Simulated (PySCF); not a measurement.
Deuteron quadrupole couplings in `CC(C)C1=CC[C@@H]2C[C@H]12`

Species: C9H14.
Cartesian coordinates in Å at the GFN2-xTB level; atoms count from 1:
```xyz
23
C9H14 angstrom
C     -1.810    0.786    1.225
C     -1.445   -0.462    0.418
C     -2.303   -0.552   -0.846
C      0.014   -0.445    0.075
C      0.936   -1.326    0.453
C      2.303   -1.022   -0.091
C      2.102    0.292   -0.822
C      1.663    1.456    0.010
C      0.637    0.639   -0.731
H     -1.209    0.840    2.130
H     -1.627    1.682    0.638
H     -2.861    0.762    1.505
H     -1.638   -1.348    1.033
H     -2.183    0.341   -1.455
H     -3.354   -0.645   -0.581
H     -2.016   -1.417   -1.440
H      0.761   -2.185    1.079
H      2.637   -1.811   -0.771
H      3.044   -0.940    0.709
H      2.679    0.474   -1.716
H      1.703    1.364    1.085
H      1.877    2.450   -0.357
H      0.085    1.093   -1.540
```

Level: PBE0/pcSseg-1 (PySCF, non-relativistic); Q(2H) = 0.00286 b; rigid geometry, the same for H and D, with no vibrational averaging.

Question: Rank these positions by the coupling χzz of a deuteron there, largest first.
A. H18 (methylene hydrogen)
B. H17 (vinylic hydrogen)
C. H13 (methine hydrogen)
D. H10 (methyl hydrogen)
E. H22 (methylene hydrogen)

Answer: B (228 kHz), E (223 kHz), D (212 kHz), A (204 kHz), C (198 kHz).

Tabulate Vzz, the asymmetry η and χzz = 234.96 MHz × Q × Vzz for every hydrogen position.

| atom | bonded to | bond length (Å) | Vzz (au) | η | χzz (kHz) |
| --- | --- | --- | --- | --- | --- |
| H10 | C1 | 1.088 | 0.3154 | 0.02 | 212 |
| H11 | C1 | 1.087 | 0.3152 | 0.02 | 212 |
| H12 | C1 | 1.088 | 0.3159 | 0.02 | 212 |
| H13 | C2 | 1.096 | 0.2943 | 0.01 | 198 |
| H14 | C3 | 1.087 | 0.3161 | 0.02 | 212 |
| H15 | C3 | 1.088 | 0.3160 | 0.02 | 212 |
| H16 | C3 | 1.088 | 0.3147 | 0.01 | 212 |
| H17 | C5 | 1.077 | 0.3393 | 0.06 | 228 |
| H18 | C6 | 1.094 | 0.3034 | 0.03 | 204 |
| H19 | C6 | 1.093 | 0.3049 | 0.01 | 205 |
| H20 | C7 | 1.080 | 0.3316 | 0.08 | 223 |
| H21 | C8 | 1.080 | 0.3303 | 0.07 | 222 |
| H22 | C8 | 1.080 | 0.3317 | 0.07 | 223 |
| H23 | C9 | 1.079 | 0.3334 | 0.08 | 224 |

How does χzz go with the bond length over the 14 C–H bonds?

A straight-line fit has a slope of -14.5 kHz for each 0.01 Å, with a correlation coefficient of -0.99, over lengths from 1.077 to 1.096 Å. The longer bonds have the smaller couplings here.

Give the 2H NMR doublet splittings at H15 for a magnetic field along the z, y and x axes of the gradient: 3χ/2, 3χ(1 + η)/4, 3χ(1 − η)/4.

With |χ| = 212.3 kHz and η = 0.018: 318, 162 and 156 kHz, to first order and without motion.

Geometry: GFN2-xTB, one conformer, isolated molecule. GFN2-xTB bond lengths can be off by several hundredths of an ångström, more for odd bonds, and the gradients follow them. With a basis this small, the couplings can be 20 % off.
